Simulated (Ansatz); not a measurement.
FeBr₃⁺. Total charge 1; septet. Geometry r2SCAN-D4/def2-SVP, that of the neutral sextet; atoms count from 1.

Cartesian coordinates in Å:
```
Fe -0.0021 0.0067 0.0004
Br 2.1306 0.7139 -0.3947
Br -1.4272 -0.3509 -1.7447
Br -0.7013 -0.3697 2.1391
```

Question: Estimate the Mulliken populations from the PBE0/def2-TZVP orbitals of Ansatz.

Answer: 
| atom | charge (e) | spin (α − β) | d electrons |
| --- | --- | --- | --- |
| Fe1 | 0.71 | 3.94 | 6.19 |
| Br2 | 0.10 | 0.69 | – |
| Br3 | 0.10 | 0.69 | – |
| Br4 | 0.10 | 0.69 | – |
Mulliken values depend strongly on the basis.

Question: Where does the spin sit?

Answer: Summed by element: Fe 3.94, Br 2.06, of 6 unpaired in all. Largest on single atoms: Fe1 3.94, Br4 0.69, Br3 0.69.

Question: And the Mayer bond orders between heavy atoms (over 0.3)?

Answer: Fe1–Br2 1.18 (2.28 Å); Fe1–Br3 1.18 (2.28 Å); Fe1–Br4 1.18 (2.28 Å).
